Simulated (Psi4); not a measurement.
H11Si5 (SMILES [SiH2][Si]([SiH3])([SiH3])[SiH3]), doublet, geometry from GFN2-xTB; R2SCAN/def2-SV(P) (Psi4).

Input for Psi4:
```
memory 2 GB

molecule {
0 2
  Si   -1.19166465   -0.23095990    2.02301811
  Si   -0.03341758    0.02370505    0.04868929
  Si    0.10752306    2.22717252   -0.77039877
  Si   -1.09043303   -1.30241502   -1.56482171
  Si    2.13746219   -0.77990483    0.39623217
  H    -0.68120631    0.33305210    3.27804815
  H    -2.63667065    0.01651455    2.09003842
  H     0.75681312    3.09697006    0.21425254
  H     0.84425224    2.39088959   -2.02667657
  H    -1.23314727    2.77484851   -0.99471470
  H    -0.41994199   -1.23485213   -2.86501026
  H    -1.13154314   -2.71698256   -1.19395667
  H    -2.47539023   -0.88800956   -1.79304612
  H     2.84027140   -0.02754564    1.43639541
  H     2.16053616   -2.18408267    0.80609118
  H     2.96344697   -0.68717164   -0.80948875
}

set basis def2-sv(p)
set reference uks

energy('r2scan')
print_variables()
```

**Question.** What does Psi4 print? Leave out banner, timings and long lists.

**Answer.** 
```
   => Loading Basis Set <=

    Name: DEF2-SV(P)
    Role: ORBITAL
    Keyword: BASIS

         ---------------------------------------------------------
                                   SCF
               by Justin Turney, Rob Parrish, Andy Simmonett
                          and Daniel G. A. Smith
                              UKS Reference
         ---------------------------------------------------------

  ==> Geometry <==

    Molecular point group: c1
    Full point group: C1

    Geometry (in Angstrom), charge = 0, multiplicity = 2:

       Center              X                  Y                   Z               Mass
    ------------   -----------------  -----------------  -----------------  -----------------
         SI          -1.185186134894    -0.225227964189     2.010827232394    27.976926534650
         SI          -0.026939064894     0.029436985811     0.036498412394    27.976926534650
         SI           0.114001575106     2.232904455811    -0.782589647606    27.976926534650
         SI          -1.083954514894    -1.296683084189    -1.577012587606    27.976926534650
         SI           2.143940705106    -0.774172894189     0.384041292394    27.976926534650
         H           -0.674727794894     0.338784035811     3.265857272394     1.007825032230
         H           -2.630192134894     0.022246485811     2.077847542394     1.007825032230
         H            0.763291635106     3.102701995811     0.202061662394     1.007825032230
         H            0.850730755106     2.396621525811    -2.038867447606     1.007825032230
         H           -1.226668754894     2.780580445811    -1.006905577606     1.007825032230
         H           -0.413463474894    -1.229120194189    -2.877201137606     1.007825032230
         H           -1.125064624894    -2.711250624189    -1.206147547606     1.007825032230
         H           -2.468911714894    -0.882277624189    -1.805236997606     1.007825032230
         H            2.846749915106    -0.021813704189     1.424204532394     1.007825032230
         H            2.167014675106    -2.178350734189     0.793900302394     1.007825032230
         H            2.969925485106    -0.681439704189    -0.821679627606     1.007825032230

  Running in c1 symmetry.

  Rotational constants: A =      0.03581  B =      0.03510  C =      0.03383 [cm^-1]
  Rotational constants: A =   1073.60422  B =   1052.14850  C =   1014.11003 [MHz]
  Nuclear repulsion =  483.977252448850606

  Charge       = 0
  Multiplicity = 2
  Electrons    = 81
  Nalpha       = 41
  Nbeta        = 40

  ==> Algorithm <==

  SCF Algorithm Type is DF.
  DIIS enabled.
  MOM disabled.
  Fractional occupation disabled.
  Guess Type is SAD.
  Energy threshold   = 1.00e-06
  Density threshold  = 1.00e-06
  Integral threshold = 1.00e-12

  ==> Primary Basis <==

  Basis Set: DEF2-SV(P)
    Blend: DEF2-SV(P)
    Number of shells: 62
    Number of basis functions: 112
    Number of Cartesian functions: 117
    Spherical Harmonics?: true
    Max angular momentum: 2

  ==> DFT Potential <==

   => LibXC <=

    Version 7.1.2
    S. Lehtola, C. Steigemann, M. J. T. Oliveira, and M. A. L. Marques,  SoftwareX 7, 1–5 (2018) (10.1016/j.softx.2017.11.002)

   => Composite Functional: R2SCAN <=

    r2SCAN Meta-GGA XC Functional  (0.1021/acs.jpclett.0c02405)
    J. W. Furness, A. D. Kaplan, J. Ning, J. P. Perdew, J. Sun  J. Phys. Chem. Lett.  11, 8208–8215, 2020

    Deriv               =              1
    GGA                 =           TRUE
    Meta                =           TRUE

    Exchange Hybrid     =          FALSE
    MP2 Hybrid          =          FALSE

   => Exchange Functionals <=

    1.0000   XC_MGGA_X_R2SCAN

   => Correlation Functionals <=

    1.0000   XC_MGGA_C_R2SCAN

   => LibXC Density Thresholds  <==

    XC_MGGA_C_R2SCAN:  1.00E-15
    XC_MGGA_X_R2SCAN:  1.00E-11

   => Molecular Quadrature <=

    Radial Scheme          =       TREUTLER
    Pruning Scheme         =           NONE
    Nuclear Scheme         =       TREUTLER

    Blocking Scheme        =         OCTREE
    BS radius alpha        =              1
    Pruning alpha          =              1
    Radial Points          =             75
    Spherical Points       =            302
    Total Points           =         341120
    Total Blocks           =           2555
    Max Points             =            256
    Max Functions          =            105
    Weights Tolerance      =       1.00E-15

   => Loading Basis Set <=

    Name: (DEF2-SV(P) AUX)
    Role: JKFIT
    Keyword: DF_BASIS_SCF

  ==> Integral Setup <==

  SCF_SUBTYPE=INCORE selected. In-core MEM_DF algorithm will be used.
  Using in-core AOs.

  ==> MemDFJK: Density-Fitted J/K Matrices <==

    J tasked:                   Yes
    K tasked:                    No
    wK tasked:                   No
    Algorithm:                 Core
    Schwarz Cutoff:           1E-12
    Mask sparsity (%):       3.7628
    Fitting Condition:        1E-10

   => Auxiliary Basis Set <=

  Basis Set: (DEF2-SV(P) AUX)
    Blend: DEF2-UNIVERSAL-JKFIT
    Number of shells: 256
    Number of basis functions: 838
    Number of Cartesian functions: 995
    Spherical Harmonics?: true
    Max angular momentum: 4

  Minimum eigenvalue in the overlap matrix is 3.4080301299E-03.
  Reciprocal condition number of the overlap matrix is 6.9065960644E-04.
    Using symmetric orthogonalization.

  ==> Pre-Iterations <==

  SCF Guess: Superposition of Atomic Densities via on-the-fly atomic UHF (no occupation information).

   -------------------------
    Irrep   Nso     Nmo
   -------------------------
     A        112     112
   -------------------------
    Total     112     112
   -------------------------

  ==> Iterations <==

                           Total Energy        Delta E     RMS |[F,P]|

   @DF-UKS iter SAD: -1452.83207631186770   -1.45283e+03   0.00000e+00
   @DF-UKS iter   1: -1453.30040402594523   -4.68328e-01   3.09699e-03 DIIS/ADIIS
   @DF-UKS iter   2: -1453.35905248276049   -5.86485e-02   2.21469e-03 DIIS/ADIIS
   @DF-UKS iter   3: -1453.40112791760293   -4.20754e-02   7.40684e-04 DIIS/ADIIS
   @DF-UKS iter   4: -1453.40721366926073   -6.08575e-03   1.55795e-04 DIIS/ADIIS
   @DF-UKS iter   5: -1453.40746547639264   -2.51807e-04   2.64463e-05 DIIS
   @DF-UKS iter   6: -1453.40747329658575   -7.82019e-06   8.76796e-06 DIIS
   @DF-UKS iter   7: -1453.40747408658945   -7.90004e-07   6.23667e-06 DIIS
   @DF-UKS iter   8: -1453.40747460714897   -5.20560e-07   1.20132e-06 DIIS
   @DF-UKS iter   9: -1453.40747463456569   -2.74167e-08   4.63292e-07 DIIS
  Energy and wave function converged.

  ==> Post-Iterations <==

   Electrons on quadrature grid:
      Nalpha   =   40.9999654377 ; deviation = -3.456e-05
      Nbeta    =   39.9999878621 ; deviation = -1.214e-05
      Ntotal   =   80.9999532997 ; deviation = -4.670e-05

   @Spin Contamination Metric:   6.794822207E-03
   @S^2 Expected:                7.500000000E-01
   @S^2 Observed:                7.567948222E-01
   @S   Expected:                5.000000000E-01
   @S   Observed:                5.000000000E-01

    Orbital Energies [Eh]
    ---------------------

    Alpha Occupied:

[...]
    Alpha Virtual:

[...]
    Beta Occupied:

[...]
      40A     -0.273369

    Beta Virtual:

[...]
    Final Occupation by Irrep:
              A
    DOCC [    40 ]
    SOCC [     1 ]
    NA   [    41 ]
    NB   [    40 ]

  @DF-UKS Final Energy: -1453.40747463456569

   => Energetics <=

    Nuclear Repulsion Energy =            483.9772524488506065
    One-Electron Energy =               -2976.9887504424259532
    Two-Electron Energy =                1148.1128383886821211
    DFT Exchange-Correlation Energy =    -108.5088150296726752
    Empirical Dispersion Energy =           0.0000000000000000
    VV10 Nonlocal Energy =                  0.0000000000000000
    Total Energy =                      -1453.4074746345656877

  UHF NO Occupations:
  HONO-2 :   39  A 1.9996128
  HONO-1 :   40  A 1.9976330
  HONO-0 :   41  A 1.0000000
  LUNO+0 :   42  A 0.0023670
  LUNO+1 :   43  A 0.0003872
  LUNO+2 :   44  A 0.0003670
  LUNO+3 :   45  A 0.0002497

Computation Completed

Properties will be evaluated at   0.000000,   0.000000,   0.000000 [a0]

Properties computed using the SCF density matrix

 Multipole Moments:

 ------------------------------------------------------------------------------------
     Multipole            Electronic (a.u.)      Nuclear  (a.u.)        Total (a.u.)
 ------------------------------------------------------------------------------------

 L = 1.  Multiply by 2.5417464519 to convert [e a0] to [Debye]
 Dipole X            :         -0.9788235            0.9916525            0.0128289
 Dipole Y            :         -0.8569689            0.8773751            0.0204062
 Dipole Z            :          1.8394777           -1.8660312           -0.0265535
 Magnitude           :                                                    0.0358620

 ------------------------------------------------------------------------------------

  Variable Map:
  ----------------------------------------------------------------------------
[...]
  Array Variable Map:
  ----------------------------------------------------------------------------
[...]
[...]
```
